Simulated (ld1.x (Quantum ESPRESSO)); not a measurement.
# Ca (Z = 20), ultrasoft: configuration errors across variants

Ca, ultrasoft, made with ld1.x (Quantum ESPRESSO) 7.5 (BLYP, scalar-relativistic). Core [Ne], reference 3s2 3p6 3d0 4s2 4p0. Waves: 3s (bound): rcut 1.50, rcutus 1.80 bohr; 4s (bound): rcut 1.50, rcutus 1.80 bohr; 3p (bound): rcut 1.90, rcutus 2.35 bohr; 4p (bound, empty): rcut 1.90, rcutus 2.35 bohr; 3d (bound, empty): rcut 3.20, rcutus 3.45 bohr; 3d channel at 1.8 Ry: rcut 3.20, rcutus 3.45 bohr. Local part: all-electron potential smoothed inside 2.10 bohr (lloc = -1). Core correction: a·sin(br)/r model core, default radius (core density twice the valence density). Augmentation charge: PSQ, inside the norm-conserving radii.

All-electron excitation energies from the reference (eV): (1) 3s2 3p6 3d0 4s1 4p0 6.230; (2) 3s2 3p6 3d0 4s0 4p0 18.189; (3) 3s2 3p6 3d0 4s1.5 4p0 2.443.

Tests that are not counted but printed errors over 1 eV. “waves 3d (bound): rcut 2.12, rcutus 2.24 bohr; 3d channel at 1.8 Ry: rcut 2.12, rcutus 2.24 bohr”: 3s2 3p5 3d0 4s2 4p0 (solver errors, printed error -583 eV). “waves 3d (bound): rcut 2.56, rcutus 2.72 bohr; 3d channel at 1.8 Ry: rcut 2.56, rcutus 2.72 bohr”: 3s2 3p5 3d0 4s2 4p0 (solver errors, printed error -583 eV). “waves 3d (bound): rcut 2.76, rcutus 2.92 bohr; 3d channel at 1.8 Ry: rcut 2.76, rcutus 2.92 bohr”: 3s2 3p5 3d0 4s2 4p0 (solver errors, printed error -583 eV). “waves 3d (bound): rcut 3.16, rcutus 3.36 bohr; 3d channel at 1.8 Ry: rcut 3.16, rcutus 3.36 bohr”: 3s2 3p5 3d0 4s2 4p0 (solver errors, printed error -583 eV). “waves 3d (bound): rcut 3.20, rcutus 4.02 bohr; 3d channel at 1.8 Ry: rcut 3.20, rcutus 4.02 bohr”: 3s2 3p5 3d0 4s2 4p0 (solver errors, printed error -583 eV).

Errors AE − PS in meV (a dash: test not solved or not reliable):

| change | (1) | (2) | (3) | bound ghosts |
| --- | --- | --- | --- | --- |
| base | +0.2 | -0.8 | +0.1 | none |
| waves 3d (bound): rcut 2.12, rcutus 2.24 bohr; 3d channel at 1.8 Ry: rcut 2.12, rcutus 2.24 bohr | +0.2 | -0.8 | +0.1 | none |
| waves 3d (bound): rcut 2.56, rcutus 2.72 bohr; 3d channel at 1.8 Ry: rcut 2.56, rcutus 2.72 bohr | +0.2 | -0.8 | +0.1 | none |
| waves 3d (bound): rcut 2.76, rcutus 2.92 bohr; 3d channel at 1.8 Ry: rcut 2.76, rcutus 2.92 bohr | +0.2 | -0.8 | +0.1 | none |
| waves 3d (bound): rcut 3.16, rcutus 3.36 bohr; 3d channel at 1.8 Ry: rcut 3.16, rcutus 3.36 bohr | +0.2 | -0.8 | +0.1 | none |
| waves 3d (bound): rcut 3.20, rcutus 4.02 bohr; 3d channel at 1.8 Ry: rcut 3.20, rcutus 4.02 bohr | +0.2 | -0.8 | +0.1 | none |
| waves 3d (bound): rcut 3.20, rcutus 4.40 bohr; 3d channel at 1.8 Ry: rcut 3.20, rcutus 4.40 bohr | +0.2 | -0.8 | +0.1 | none |
| waves 3d (bound): rcut 3.20, rcutus 4.72 bohr; 3d channel at 1.8 Ry: rcut 3.20, rcutus 4.72 bohr | +0.2 | -0.8 | +0.1 | none |
| waves 3d (bound): rcut 3.20, rcutus 5.20 bohr; 3d channel at 1.8 Ry: rcut 3.20, rcutus 5.20 bohr | +0.2 | -0.8 | +0.1 | none |

Q: Give the same row for: waves 3d (bound): rcut 3.20, rcutus 3.76 bohr; 3d channel at 1.8 Ry: rcut 3.20, rcutus 3.76 bohr.

A: +0.2, -0.8, +0.1; bound ghosts: none.
